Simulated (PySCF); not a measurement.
Isomers of C8H14F2, mass 148.106 u with the commonest isotopes. The calculation used PBE0/pcSseg-1 in PySCF (dipole) on a GFN2-xTB geometry, gas phase. One conformer each, none proved a minimum here; rigid rotors.

Question: Order these by dipole moment, largest first.
A. `[F:1][CH:2]([F:3])[CH:4]1[CH2:5][CH2:6][CH2:7][CH2:8][CH2:9][CH2:10]1` with F1–C2–C4–C5 -57°, C2–C4–C5–C6 -162°, C4–C5–C6–C7 -40°, C5–C6–C7–C8 89°, C6–C7–C8–C9 -72°
B. `[CH3:1]/[C:2]([F:3])=[C:4](/[CH2:5][F:6])[C:7]([CH3:8])([CH3:9])[CH3:10]` with C2–C4–C5–F6 118°
C. `[CH2:1]=[C:2]([CH2:3][CH3:4])[C:5]([CH3:6])([CH3:7])[CH:8]([F:9])[F:10]` with C1–C2–C3–C4 -12°, C1–C2–C5–C6 -13°, C2–C5–C8–F9 172°
D. `[F:1][CH2:2][C@@H:3]1[CH2:4][CH2:5][CH2:6][CH2:7][C@H:8]([F:9])[CH2:10]1` with F1–C2–C3–C4 60°, C2–C3–C4–C5 165°, C3–C4–C5–C6 90°, C4–C5–C6–C7 -40°, C5–C6–C7–C8 -39°
E. `[F:1][C@H:2]1[CH2:3][CH2:4][CH2:5][C@@H:6]([F:7])[CH2:8][CH2:9][CH2:10]1` with F1–C2–C3–C4 -173°, C2–C3–C4–C5 44°, C3–C4–C5–C6 -100°, C4–C5–C6–F7 -59°

Answer: D (2.64 D), B (2.43 D), A (2.30 D), C (1.69 D), E (1.22 D).

Question: Order these by rotational constant C, smallest first.
A. `[CH2:1]=[C:2]([CH2:3][CH3:4])[C:5]([CH3:6])([CH3:7])[CH:8]([F:9])[F:10]` with C1–C2–C3–C4 -12°, C1–C2–C5–C6 -13°, C2–C5–C8–F9 172°
B. `[CH3:1]/[CH:2]=[CH:3]\[C:4]([CH3:5])([CH3:6])[CH2:7][CH:8]([F:9])[F:10]` with C2–C3–C4–C5 -68°, C3–C4–C7–C8 50°, C4–C7–C8–F9 82°
C. `[CH3:1]/[CH:2]=[CH:3]/[C:4]([CH3:5])([CH3:6])[CH2:7][CH:8]([F:9])[F:10]` with C2–C3–C4–C5 -1°, C3–C4–C7–C8 60°, C4–C7–C8–F9 -159°
D. `[CH3:1]/[C:2]([F:3])=[C:4](/[CH2:5][F:6])[C:7]([CH3:8])([CH3:9])[CH3:10]` with C2–C4–C5–F6 118°
E. `[F:1][CH2:2][C@@H:3]1[CH2:4][CH2:5][CH2:6][CH2:7][C@H:8]([F:9])[CH2:10]1` with F1–C2–C3–C4 60°, C2–C3–C4–C5 165°, C3–C4–C5–C6 90°, C4–C5–C6–C7 -40°, C5–C6–C7–C8 -39°
F. `[CH3:1][C@@H:2]1[CH2:3][CH2:4][C@H:5]([C:6]([CH3:7])([F:8])[F:9])[CH2:10]1` with C4–C5–C6–C7 180°, C1–C2–C3–C4 -162°, C2–C3–C4–C5 24°, C3–C4–C5–C6 124°, C4–C5–C10–C2 -26°

Answer: C (689.8 MHz), E (706.9 MHz), F (737.4 MHz), B (760.7 MHz), A (776.8 MHz), D (801.0 MHz).

Question: Order these by radius of gyration √(Σ m r²/M), largest first.
A. `[CH3:1]/[C:2]([F:3])=[C:4](/[CH2:5][F:6])[C:7]([CH3:8])([CH3:9])[CH3:10]` with C2–C4–C5–F6 118°
B. `[CH3:1]/[CH:2]=[CH:3]/[C:4]([CH3:5])([CH3:6])[CH2:7][CH:8]([F:9])[F:10]` with C2–C3–C4–C5 -1°, C3–C4–C7–C8 60°, C4–C7–C8–F9 -159°
C. `[CH3:1]/[CH:2]=[CH:3]\[C:4]([CH3:5])([CH3:6])[CH2:7][CH:8]([F:9])[F:10]` with C2–C3–C4–C5 -68°, C3–C4–C7–C8 50°, C4–C7–C8–F9 82°
D. `[CH2:1]=[C:2]([CH2:3][CH3:4])[C:5]([CH3:6])([CH3:7])[CH:8]([F:9])[F:10]` with C1–C2–C3–C4 -12°, C1–C2–C5–C6 -13°, C2–C5–C8–F9 172°
E. `[F:1][CH2:2][C@@H:3]1[CH2:4][CH2:5][CH2:6][CH2:7][C@H:8]([F:9])[CH2:10]1` with F1–C2–C3–C4 60°, C2–C3–C4–C5 165°, C3–C4–C5–C6 90°, C4–C5–C6–C7 -40°, C5–C6–C7–C8 -39°

Answer: B (2.375 Å), E (2.277 Å), C (2.248 Å), D (2.203 Å), A (2.174 Å).

```tsv
SMILES	point group	Ia (u·Å²)	Ib (u·Å²)	Ic (u·Å²)	κ	μa (D)	μb (D)	μc (D)
C=C(CC)C(C)(C)C(F)F	C1	267.88	518.52	650.57	-0.64	1.29	1.06	0.25
FC[C@@H]1CCCC[C@H](F)C1	C1	297.81	523.10	714.90	-0.48	0.46	2.00	1.67
C/C(F)=C(/CF)C(C)(C)C	C1	345.73	423.40	630.95	0.19	0.04	2.31	0.74
C/C=C/C(C)(C)CC(F)F	C1	334.44	604.25	732.63	-0.64	2.45	0.62	0.36
FC(F)C1CCCCCC1	C1	215.98	616.27	708.63	-0.87	2.01	0.94	0.61
C/C=C\C(C)(C)CC(F)F	C1	336.11	496.40	664.32	-0.31	2.48	0.02	0.12
C[C@@H]1CC[C@H](C(C)(F)F)C1	C1	200.93	613.03	685.39	-0.90	1.29	1.39	1.37
F[C@H]1CCC[C@@H](F)CCC1	Cs	241.00	533.67	660.72	-0.73	0.88	0.00	0.84
```
